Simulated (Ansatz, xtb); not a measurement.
## C2H7ClGeSi2: which of two isomers lies lower

Structure X: `[SiH3][GeH2][C]#C[SiH2]Cl`, a singlet. Structure Y: `C#C[Si@@]([SiH3])(Cl)[GeH3]`, a singlet. Both are isolated molecules in the gas phase, relaxed with PBE-D3(BJ)/def2-SVP.

Quicker runs give these differences E(Y) − E(X): GFN2-xTB +67.5 kJ/mol; HF/STO-3G +32.2 kJ/mol (at GFN2-xTB geometries); r2SCAN-D4/def2-SVP +13.2 kJ/mol (at GFN2-xTB geometries).

Q: Estimate E(Y) − E(X) at the level CCSD(T)/def2-SVP + ΔMP2/def2-TZVPP.

A: Calculated at CCSD(T)/def2-SVP + ΔMP2/def2-TZVPP: E(Y) − E(X) = +20.0 kJ/mol, so structure X lies lower.

Level by level:

| level | geometry | E(Y) − E(X) (kJ/mol) | departure from the last row (kJ/mol) | job, with rough time for the two |
| --- | --- | --- | --- | --- |
| GFN2-xTB | GFN2-xTB | +67.5 | +47.5 | optimisation, 0.24 s |
| HF/STO-3G | GFN2-xTB | +32.2 | +12.2 | single point, 0.58 s |
| r2SCAN-D4/def2-SVP | GFN2-xTB | +13.2 | −6.8 | single point, 4.1 s |
| PBE-D3(BJ)/def2-SVP | PBE-D3(BJ)/def2-SVP | −2.2 | −22.2 | optimisation, 24 s |
| HF/def2-SVP | PBE-D3(BJ)/def2-SVP | +31.8 | +11.8 | part of the CCSD(T) run |
| MP2/def2-SVP | PBE-D3(BJ)/def2-SVP | +21.0 | +1.0 | part of the CCSD(T) run |
| CCSD(T)/def2-SVP | PBE-D3(BJ)/def2-SVP | +17.2 | −2.8 | single point |
| CCSD(T)/def2-SVP + ΔMP2/def2-TZVPP | PBE-D3(BJ)/def2-SVP | +20.0 |  | single point, 80 s |

As drawn, Y has 1 Si–Si, 1 C–H, 1 Ge–H in place of 1 C–Ge, 2 Si–H.

PBE-D3(BJ)/def2-SVP puts the two in the other order. The largest departure from CCSD(T)/def2-SVP + ΔMP2/def2-TZVPP is that of GFN2-xTB, 47.5 kJ/mol. The last row adds to CCSD(T) the change of the MP2 difference between the two basis sets, here +2.8 kJ/mol.

With thermal terms from frequencies at re-optimised GFN2-xTB minima (ideal gas, soft modes damped towards free rotors, one conformer each, 298.15 K, 1 atm): on the last row, ΔE + ΔZPE = +22.4, ΔH = +24.2, ΔG = +20.8 kJ/mol.

The correlated steps freeze 26 core orbitals; the filled d shell of Ge is correlated, in a basis made for valence electrons. Mirror images aren't counted in ΔG. Codes used: Ansatz 0.2.0, xtb 6.7.1; the last row on 4 threads of Arm Neoverse V1 on a shared host.
